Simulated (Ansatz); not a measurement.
The first iterations of a band of F$_{2}$H$_{2}$SeSi$_{2}$ (7 atoms, charge 0, multiplicity 1).

Computed with RKS PBE0/def2-SVP in Ansatz.

```yaml
movable_images: 5
climbing_image: yes
spring: 5.0 eV/Å²
optimiser: quadratic models (default)
start_path: through a guess of the saddle point
force_threshold: 0.05 eV/Å
iteration_limit: 60
end_points: relaxed
```

Initial state:

```xyz
7
Properties=species:S:1:pos:R:3
F -0.467 -2.056 -1.136
Si -0.832 -0.693 -0.333
Se -0.258 1.269 -1.354
Si 0.794 0.581 0.555
F 2.353 0.155 0.404
H -2.244 -0.822 0.102
H 0.715 1.498 1.718
```

Final state:

```xyz
7
Properties=species:S:1:pos:R:3
F 0.303 -2.195 -1.258
Si -0.693 -1.680 -0.047
Se -0.901 0.798 -1.063
Si 0.687 0.162 0.626
F 2.159 0.520 0.029
H -1.914 1.210 -0.077
H 0.420 1.117 1.744
```

| iteration | highest image above the first end (eV) | largest band force component (eV/Å) |
| --- | --- | --- |
| 1 | 3.109 | 3.920 |
| 2 | 2.077 | 1.856 |
| 3 | 2.075 | 1.488 |

Question: Does the band converge within its limit, and where does its top end?

Answer: The forces met the threshold. It ended after 11 iterations with the highest image 1.711 eV above the first end. A vibrational analysis at the climbing image gives one clearly imaginary mode, 279i cm⁻¹: a first-order saddle point. The orbitals stay closed-shell, which can raise the energy where a bond breaks towards radicals; this wasn't checked here.

The run took 58 s on 2 threads of AMD EPYC 9R45 96-Core Processor (Zen 5), on a shared host, peak memory 0.27 GiB.
